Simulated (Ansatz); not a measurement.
`[OH][Nb]([F])(=[S])[Cl]` and `[F][Nb]([F])(=[S])[Cl]` differ in one atom or group.

Ansatz, PBE0-D4/def2-TZVP geometries, multiplicity 1. Each molecule was computed in one conformer, which needn't be the lowest.

Elements past krypton have def2 core potentials.

| property | `[OH][Nb]([F])(=[S])[Cl]` |
| --- | --- |
| HOMO energy (ωB97M-V/def2-TZVPP) / eV | -10.28 |
| LUMO energy (ωB97M-V/def2-TZVPP) / eV | -0.53 |
| LUMO energy (PBE/def2-TZVPP) / eV | -3.33 |
| size of the dipole moment (ωB97M-V/def2-TZVPP) / D | 2.36 |
| HOMO energy (PBE/def2-TZVPP) / eV | -7.00 |
| HOMO energy (PBE0/def2-TZVPP) / eV | -8.21 |

What does the change do to each property? (Best estimate.)

The calculation gave: 
```tsv
property	`[F][Nb]([F])(=[S])[Cl]`	shift
HOMO energy (ωB97M-V/def2-TZVPP) / eV	-10.58	-0.30
LUMO energy (ωB97M-V/def2-TZVPP) / eV	-0.85	-0.32
LUMO energy (PBE/def2-TZVPP) / eV	-3.69	-0.36
size of the dipole moment (ωB97M-V/def2-TZVPP) / D	0.85	-1.51
HOMO energy (PBE/def2-TZVPP) / eV	-7.31	-0.31
HOMO energy (PBE0/def2-TZVPP) / eV	-8.53	-0.32
```

The zero-point energy changes by -29.1 kJ/mol with -3 modes. Dipoles are sizes alone; their direction can turn.
